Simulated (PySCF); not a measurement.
Gas-phase reaction: SnBr2 + 6 H → SnH4 + 2 HBr

Energies from PySCF, thermal terms from the rigid-rotor harmonic-oscillator model, ideal gas at 1 bar. † marks an energy on the PBE0/def2-TZVP geometry and frequencies; other levels use their own. MP2 and CCSD(T) freeze the core. Open shells (unrestricted): H (multiplicity 2); the rest are closed-shell singlets. Sn: scalar-relativistic def2 core potential, no spin-orbit coupling. Br: all electrons, no relativistic terms. MP2 isn't extrapolated to the basis-set limit; its ΔH°(298 K) is -993.5 kJ in def2-SVP and -1024.9 kJ in def2-TZVPP. CCSD(T) isn't extrapolated to the basis-set limit; its ΔH°(298 K) is -1075.0 kJ in def2-SVP and -1119.7 kJ in def2-TZVPP. The harmonic model lacks anharmonicity and excited electronic states, which grow with temperature; levels with a mode under 35 cm⁻¹ are left out. Soft modes under 120 cm⁻¹ make the harmonic entropy rough for SnBr2.

```json
[
 {"level": "BLYP/def2-TZVP†", "ΔE electronic, kJ": "-1137", "ΔH°(298 K), kJ": "-1063", "ΔS°(298 K), J/K": "-392", "ΔG°(600 K), kJ": "-821"},
 {"level": "CCSD(T)/def2-TZVPP†", "ΔE electronic, kJ": "-1193", "ΔH°(298 K), kJ": "-1120", "ΔS°(298 K), J/K": "-392", "ΔG°(600 K), kJ": "-877"},
 {"level": "HF/def2-TZVP†", "ΔE electronic, kJ": "-877", "ΔH°(298 K), kJ": "-803", "ΔS°(298 K), J/K": "-392", "ΔG°(600 K), kJ": "-560"},
 {"level": "MP2/def2-TZVPP†", "ΔE electronic, kJ": "-1099", "ΔH°(298 K), kJ": "-1025", "ΔS°(298 K), J/K": "-392", "ΔG°(600 K), kJ": "-782"},
 {"level": "PBE/def2-TZVP†", "ΔE electronic, kJ": "-1105", "ΔH°(298 K), kJ": "-1031", "ΔS°(298 K), J/K": "-392", "ΔG°(600 K), kJ": "-788"},
 {"level": "PBE0/def2-TZVP", "ΔE electronic, kJ": "-1122", "ΔH°(298 K), kJ": "-1048", "ΔS°(298 K), J/K": "-392", "ΔG°(600 K), kJ": "-806"},
 {"level": "r2SCAN/def2-TZVP†", "ΔE electronic, kJ": "-1142", "ΔH°(298 K), kJ": "-1069", "ΔS°(298 K), J/K": "-392", "ΔG°(600 K), kJ": "-826"},
 {"level": "ωB97X-V/def2-TZVP†", "ΔE electronic, kJ": "-1176", "ΔH°(298 K), kJ": "-1102", "ΔS°(298 K), J/K": "-392", "ΔG°(600 K), kJ": "-859"}
]
```
ΔH° is lowest at CCSD(T)/def2-TZVPP† and highest at HF/def2-TZVP†. No reference value is set beside these.
